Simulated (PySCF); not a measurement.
## Correlation energy of Ag⁺ (silver, charge +1)

[Kr] 4d9 5p1, one real determinant (an excited configuration). Computed with PySCF 2.14 in ANO-RCC-VTZP (7s6p4d2f1g, 68 functions), with the spin-free X2C one-electron Hamiltonian (Gaussian nucleus). Frozen: [Ar] 3d10; 18 electrons correlated.

```tsv
level	correlation energy (mhartree)
CCSD	-505.72
(T)	-11.92
CCSD(T)	-517.64
```

Diagnostics: T1 = 0.0095, D1 = 0.0383, largest double amplitude 0.028.

Q: Is a single reference adequate?

A: Yes, within this model without spin-orbit coupling: T1 lies below 0.03 and no double amplitude reaches 0.07.

The basis was made for the ground configuration and has no added diffuse functions, which can raise the energy of the promoted electron.

The reference is one real determinant that mixes LS terms of this configuration.
